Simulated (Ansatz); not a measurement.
`C=C[SiH2]BF`, relaxed with RKS PBE0-D4/def2-TZVP in the Gaussian-basis code of Ansatz from a PBE-D4/def2-SVP geometry. The force threshold is 0.005 eV/Å; the program also tests the step.

The species carries charge 0 and has multiplicity 1.

Start:

```xyz
11

C     0.923   -1.298    1.000
C     1.286   -0.365    0.096
Si    0.090    0.806   -0.766
B    -1.862    0.629   -0.194
F    -2.252   -0.281    0.703
H     1.664   -1.963    1.478
H    -0.126   -1.444    1.305
H     2.360   -0.279   -0.158
H     0.150    0.609   -2.267
H     0.514    2.243   -0.550
H    -2.749    1.342   -0.648
```

```tsv
step	energy (eV)	largest force (eV/Å)	largest move (Å)
1	-13435.6248	0.585	0.000
2	-13435.6679	0.186	0.034
3	-13435.6711	0.039	0.014
4 (rejected)	-13435.6708	0.060	0.010
5	-13435.6713	0.009	0.005
6	-13435.6713	0.012	0.002
7	-13435.6713	0.005	0.010
8	-13435.6713	0.005	0.009
```

End:

```xyz
11

C     0.929   -1.280    0.991
C     1.281   -0.369    0.088
Si    0.091    0.793   -0.752
B    -1.859    0.623   -0.198
F    -2.270   -0.265    0.694
H     1.659   -1.938    1.456
H    -0.101   -1.411    1.309
H     2.335   -0.298   -0.178
H     0.150    0.608   -2.233
H     0.500    2.210   -0.510
H    -2.716    1.327   -0.667
```

Hardware: 4 threads of an Arm Neoverse V1 on a shared host. Wall time 26 s, peak host memory 0.46 GiB.
